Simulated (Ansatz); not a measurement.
C2H5Cl2InO (`CC[O][In]([Cl])[Cl]`). Charge 0, multiplicity 1. In: def2 effective core potential. Geometry: relaxed with PBE0-D4/def2-TZVP. It is one conformer, not always the lowest.

```xyz
11

C     0.702    1.125    0.635
C    -0.179   -0.019    1.083
O     0.050   -1.204    0.344
In   -0.482   -1.333   -1.538
Cl   -1.830    0.300   -2.462
Cl    0.162   -3.144   -2.789
H     0.556    2.000    1.273
H     0.463    1.426   -0.391
H     1.755    0.837    0.679
H     0.037   -0.270    2.128
H    -1.235    0.282    1.038
```

Q: What is the dipole moment at r2SCAN/def2-TZVPP? (An estimate is asked.)

A: The calculation gave: 1.97 D, with components (0.30, 1.18, 1.55) D in this frame, pointing from negative to positive charge.

Q: And with PBE, B3LYP, ωB97M-V? (Estimate.)

A: Ansatz gave: PBE 1.94 D, B3LYP 1.87 D, ωB97M-V 1.77 D.

Q: Give the Mulliken charges with r2SCAN, ωB97M-V, PBE in def2-TZVPP. (Estimate.)

A: Computed: 
| atom | r2SCAN | ωB97M-V | PBE |
| --- | --- | --- | --- |
| C1 | -0.15 | -0.30 | -0.26 |
| C2 | 0.17 | -0.02 | 0.05 |
| O3 | -0.48 | -0.48 | -0.40 |
| In4 | 0.95 | 0.91 | 0.84 |
| Cl5 | -0.35 | -0.31 | -0.32 |
| Cl6 | -0.34 | -0.30 | -0.31 |
| H7 | 0.04 | 0.10 | 0.08 |
| H8 | 0.04 | 0.09 | 0.08 |
| H9 | 0.06 | 0.12 | 0.09 |
| H10 | 0.04 | 0.10 | 0.08 |
| H11 | 0.03 | 0.10 | 0.07 |

B3LYP here is the variant with VWN-RPA as its local correlation; programs differ in this.
